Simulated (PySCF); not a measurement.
C3H4Cl2Si.
Bonds: C1–C2 (triple), C2–Si3, Si3–C4, C4–Cl5, C4–Cl6. Hydrogens: H7 on C1; H8, H9 on Si3; H10 on C4.

Lines to be assigned: C 1s: 290.60 (area 1), 290.80 (area 1), 293.23 (area 1) eV; Si 1s: 1847.46 eV; Si 2p3/2: 107.62 eV; Cl 1s: 2828.84 eV; Cl 2p3/2: 206.25 eV.

Computed with delta-SCF UKS SCAN, pcX-2 on the ionised atom, pcseg-1 elsewhere, spin-free X2C in PySCF. The structure is a single GFN2-xTB conformer in the gas phase; no vibrational or solvent corrections.

Task: Assign the C 1s lines to atoms.

Result: 290.60 eV: C2 (alkyne carbon); 290.80 eV: C1 (terminal alkyne carbon); 293.23 eV: C4 (CHCl2 carbon). Lowest listed C 1s: C2, bonded to C (triple bond) and Si. Highest, 2.63 eV above it: C4, bonded to 2 Cl, H and Si. Summing the Pauling electronegativity differences to the bonded atoms, each weighted by its formal bond order, gives -0.65 for the lowest site and +0.22 for the highest; no listed site has a larger sum than the highest.

Bonded neighbours of each site: C1: C (triple bond) and H; C2: C (triple bond) and Si; Si3: 2 C and 2 H; C4: 2 Cl, H and Si; Cl5/Cl6: C.

Task: Which effective nuclear charge Zeff reproduces each element's mean 1s value in the hydrogen-like formula E = 13.606 eV × Zeff²?

Result: C (Z = 6): mean 291.5 eV, Zeff = 4.63, Z − Zeff = 1.37; Si (Z = 14): mean 1847.5 eV, Zeff = 11.65, Z − Zeff = 2.35; Cl (Z = 17): mean 2828.8 eV, Zeff = 14.42, Z − Zeff = 2.58. Means run over the listed sites, weighted by atom count.

Topologically equivalent atoms share the value of their first member; where this conformer doesn't relate them by symmetry, their own values could differ. The unrestricted hole states depart most from a pure doublet (⟨S²⟩ = 0.75; over 0.85 named) for C 1s of C2 (0.86), which makes this value less certain. Spin–orbit coupling isn't in the SCF: each 2p doublet comes from a relaxed spin-free hole plus a matrix of the shell (mean-field spin–orbit coupling and the ground-state 2p splitting), with 2p3/2 averaged over its two sublevels. 2p1/2 minus 2p3/2 (ligand field included): Si 0.62 eV, Cl 1.65 eV.

Time: 2.9 min wall, 2.4 min CPU; peak memory 0.49 GiB. Hardware: Intel Xeon at 2.50 GHz, one thread, no GPU (shared host).

Conformer computed: `[CH:1]#[C:2][SiH2:3][CH:4]([Cl:5])[Cl:6]`: C2–Si3–C4–Cl5 175°.
